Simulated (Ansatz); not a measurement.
Job for Ansatz (a program for electronic structure): U-r2SCAN/cc-pV(T+d)Z on H3NSi (SMILES N[SiH]), a point of a bond scan (R = 1.362 Å). Files ending in .json are basis or fitting sets from the Basis Set Exchange.

Ansatz 0.2 input:
```yaml
crystal:
  periodic: [false, false, false]
  atoms:
    - {symbol: Si, position_ang: [-0.24474767, 0.39103857, 0.50999719]}
    - {symbol: H, position_ang: [-0.58600086, 1.47385990, -0.51531157]}
    - {symbol: N, position_ang: [0.39778231, -0.68955254, -0.65444502]}
    - {symbol: H, position_ang: [0.48601141, -0.47198716, -1.99633057]}
    - {symbol: H, position_ang: [0.76485489, -1.59313906, -0.39509969]}
basis:
  gaussian:
    orbitals: cc-pV_T+d_Z.json
hamiltonian:
  xc: {name: r2SCAN}
magnetization: {spin_polarized: true, initial_magnetization: 0}
```

The log:

```
WARN ansatz: RAYON_NUM_THREADS=1 ignored (pool sized by the plan → 1); use --threads N
Functional definition: r2SCAN
integrals: 0.03 GiB planned
653 factors; their error is unknown
mean field: 0.35 GiB planned
mean field evaluation 1: about -9406.1035 eV, gradient 4.4e1 eV
mean field evaluation 2: about -9362.8939 eV, gradient 8.7e1 eV
mean field evaluation 4: about -9413.5200 eV, gradient 6.3e0 eV
mean field evaluation 8: about -9413.8073 eV, gradient 1.5e-1 eV
mean field evaluation 16: about -9412.6266 eV, gradient 5.3e0 eV
mean field -9413.80734035 eV, -345.9510388500 hartree, gradient 4.1e-5 eV, S^2 0.000000; 1 other end points of the search recorded, 0 dependent functions left out
reference -9413.80735140 eV, -345.9510392560 hartree; 12, 12 occupied and 99, 99 virtual orbitals, 653 factors
Total energy: -9413.80735140 eV, -345.9510392560 hartree
```

Self-consistency was reached.

Cost: very roughly 4 core-seconds.
